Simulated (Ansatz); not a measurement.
`[SiH3][GeH2][SH]` + H–F → `[F][GeH2][SH]` + SiH₄ at 500 K and 1 bar (cleavage of the Ge–Si bond).

Isolated molecules relaxed with PBE0-D4/def2-TZVP in Ansatz; ΔE leaves out vibrations. CBS: MP2 limit from def2 TZ/QZ plus the TZ coupled-cluster correction, frozen cores. This one scheme is used for every species. For Ge outer-core shells are correlated without core-valence functions, which leaves a few kJ/mol of doubt a bond. Scalar relativity is left out up to krypton. Each species was taken in one conformer, which may not be the lowest.

| species | CCSD(T)/CBS energy (Eh) | H − E (kJ/mol) | S (J/(mol·K)) |
| --- | --- | --- | --- |
| `[SiH3][GeH2][SH]` | -2766.58811 | 176.2 | 416.5 |
| H–F | -100.39570 | 39.4 | 188.7 |
| `[F][GeH2][SH]` | -2575.53651 | 105.6 | 350.6 |
| SiH₄ | -291.46306 | 102.4 | 230.9 |

H − E and S are ideal-gas, rigid-rotor, harmonic terms from PBE0-D4/def2-TZVP, for one conformer and one mirror image of each species. 1 Eh = 2625.50 kJ/mol, R = 8.31446 J/(mol·K).

Problem. By hand: ΔE, ΔH, ΔS and ΔG.

Solution. ΔE = (-2575.53651) + (-291.46306) − (-2766.58811) − (-100.39570) = -0.01576 Eh = -41.4 kJ/mol. Δ(H − E) = 105.6 + 102.4 − 176.2 − 39.4 = -7.6, so ΔH = -49.0 kJ/mol. ΔS = 350.6 + 230.9 − 416.5 − 188.7 = -23.7 J/(mol·K). ΔG = -49.0 − 500 × (-23.7)/1000 = -37.1 kJ/mol.

Problem. By hand: the equilibrium constant, and the temperature at which ΔG would vanish if ΔH and ΔS stayed fixed.

Solution. log₁₀ K = −ΔG/(RT ln 10) = 3.9. ΔG = 0 at ΔH/ΔS = 2068 K.

ΔH outweighs TΔS. A doubt of 5 kJ/mol in ΔE shifts log₁₀ K by 0.5 here. Other conformers and mirror images would add mixing entropy, several J/(mol·K) or more a flexible species. These are equilibria of isolated gas molecules and say nothing of rates. Largest T1 diagnostic: 0.012 (customary marks: 0.02 for closed shells, 0.045 for open ones).
